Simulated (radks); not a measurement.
Results of a calculation; reference values are marked as such.
Problem. The ruthenium ion Ru4+, 40 electrons, occupied as [Kr] 4d4. Level of theory: Dirac Kohn-Sham, PBE, spin-unpolarised, spherical densities, point nucleus; open shells are shared between the two j in proportion to 2j + 1 (a radial shooting solver on a logarithmic mesh with Libxc functionals). Some entries of the table are withheld. Estimate them.

orbital  occ.  eigenvalue (hartree)  <1/r> (bohr^-1)  <r> (bohr)
1s1/2       2             -807.7053            45.88     0.03343
2s1/2       2             -117.7759            10.49      0.1453
2p1/2       2             -108.9706              (1)         (2)
2p3/2       4             -104.1594              (3)         (4)
3s1/2       2             -22.33006            3.626      0.4023
3p1/2       2             -18.91535            3.528      0.3955
3p3/2       4             -18.09835            3.395      0.4061
3d3/2       4             -12.05837            3.218      0.3818
3d5/2       6             -11.89910            3.183      0.3853
4s1/2       2              -4.66838            1.371       1.003
4p1/2       2              -3.63185            1.260       1.077
4p3/2       4              -3.50012            1.222       1.103
4d3/2     1.6              -1.91626              (5)       1.364
4d5/2     2.4              -1.89939              (6)       1.374

Solution. 
(1) 2p1/2 <1/r> (bohr^-1): 10.47
(2) 2p1/2 <r> (bohr): 0.1236
(3) 2p3/2 <1/r> (bohr^-1): 9.920
(4) 2p3/2 <r> (bohr): 0.1284
(5) 4d3/2 <1/r> (bohr^-1): 0.9650
(6) 4d5/2 <1/r> (bohr^-1): 0.9566
